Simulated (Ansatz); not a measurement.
A CCSD(T) single point on FH₇N₂SSi₂, SMILES `N[SiH2]S[SiH](N)F`.

```yaml
crystal:
  periodic: [false, false, false]
  atoms:
    - {symbol: N, position_ang: [-2.577516, -1.739418, 0.525756]}
    - {symbol: Si, position_ang: [-1.554701, -0.548891, -0.149047]}
    - {symbol: S, position_ang: [0.205963, -0.216248, 1.065000]}
    - {symbol: Si, position_ang: [1.465033, 0.611960, -0.416546]}
    - {symbol: N, position_ang: [2.680970, 1.472706, 0.380583]}
    - {symbol: F, position_ang: [0.537707, 1.503388, -1.379042]}
    - {symbol: H, position_ang: [-2.263052, -2.692510, 0.613309]}
    - {symbol: H, position_ang: [-3.198943, -1.492465, 1.279028]}
    - {symbol: H, position_ang: [-2.337732, 0.704023, -0.229299]}
    - {symbol: H, position_ang: [-1.089689, -0.998893, -1.482540]}
    - {symbol: H, position_ang: [2.097160, -0.376021, -1.314490]}
    - {symbol: H, position_ang: [3.560298, 1.685258, -0.059371]}
    - {symbol: H, position_ang: [2.494800, 2.052312, 1.181361]}
basis:
  gaussian: {orbitals: def2-TZVPP}
correlation: {method: ccsd_t}
output: {orbitals: {seedname: orbitals}}
```

```sh
$ ansatz run in.yaml --threads 2 --pin off --events-out ev --progress --plain --max-ram 20480MiB --backend cuda --devices 0, --max-vram 18GiB
```

Output of Ansatz, abridged:

```
Functional definition: HF
1853 factors; integrals over basis functions are off by at most 9.9e-4 eV
mean field evaluation 1: about -32325.1839 eV, gradient 5.2e1 eV
mean field evaluation 2: about -32325.5257 eV, gradient 5.3e1 eV
mean field evaluation 4: about -32331.0489 eV, gradient 3.9e0 eV
mean field evaluation 8: about -32331.1258 eV, gradient 3.1e-1 eV
mean field -32331.12624499 eV, -1188.1469746788 hartree, gradient 9.6e-6 eV, S^2 0.000000; 0 other end points of the search recorded, 0 dependent functions left out
18 core orbitals not correlated: weight in the atoms' cores, before any rotation towards them, 1.000 or more for the frozen orbitals, at most 0.000 for the correlated occupied ones
reference -32331.12624499 eV, -1188.1469746788 hartree; 19, 19 occupied and 280, 280 virtual orbitals, 1853 factors
second order -29.81217020 eV of doubles, -0.00000000 eV of singles
cycle   1  -30.41894309 eV  change   -6.1e-1 eV  update   1.1e-1
cycle   2  -31.08863729 eV  change   -6.7e-1 eV  update   3.2e-2
cycle   3  -31.23245271 eV  change   -1.4e-1 eV  update   1.6e-2
cycle   4  -31.21930938 eV  change    1.3e-2 eV  update   3.8e-3
cycle   5  -31.21669442 eV  change    2.6e-3 eV  update   1.7e-3
cycle   6  -31.21740031 eV  change   -7.1e-4 eV  update   5.3e-4
cycle   7  -31.21710636 eV  change    2.9e-4 eV  update   1.9e-4
cycle   8  -31.21702269 eV  change    8.4e-5 eV  update   5.8e-5
cycle   9  -31.21704405 eV  change   -2.1e-5 eV  update   2.4e-5
perturbative correction -1.18268937 eV, -0.0434630328 hartree
Total energy: -32363.52597841 eV, -1189.3376429207 hartree
```

It took 7 s on 2 threads of an AMD EPYC 7R13 on a shared host and a share of an NVIDIA H100 80 GB, with 0.84 GiB of host memory at the peak.

Correlation energy per correlated electron: -0.853 eV. T1 diagnostic: 0.0112.
